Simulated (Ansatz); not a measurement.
Consider the redistribution: `[OH][Al]([SiH3])[Cl]` + `[CH3][GaH][F]` → `[OH][Al]([F])[SiH3]` + `[CH3][GaH][Cl]`.

Calculated with Ansatz (gas phase, PBE0-D4/def2-TZVP geometries, no zero-point term in ΔE). CCSD(T)/CBS adds triple-zeta CCSD(T) − MP2 to the extrapolated MP2 energy (def2 sets, frozen cores). Functionals use def2-TZVPP. For Ga outer-core shells are correlated without core-valence functions, which leaves a few kJ/mol of doubt a bond. Scalar relativity is left out up to krypton. One conformer a species, not always the lowest.

```csv
level,ΔE (kcal/mol)
PBE-D4,-11.2
BLYP-D4,-11.7
r2SCAN0,-12.2
HF/def2-QZVPP,-12.9
```

What does CCSD(T)/CBS give? (Estimate.)

Computed: -12.7 kcal/mol. The listed levels differ from it by 1.5, 1.0, 0.5, -0.2 kcal/mol.

Largest T1 diagnostic among the species: 0.013.

From BLYP to BHLYP (50 % exact exchange), in def2-TZVPP and without D4, ΔE moves by −1.1 kcal/mol. At CCSD(T), def2-SVP lies +1.9 kcal/mol from the extrapolated value and def2-TZVPP +0.5 kcal/mol. Leaving LDA and LC-ωPBE aside and taking each functional with its dispersion term where it has one, the values, not all of them listed here, spread over 1.9 kcal/mol, from BHLYP-D4 to revPBE-D4.
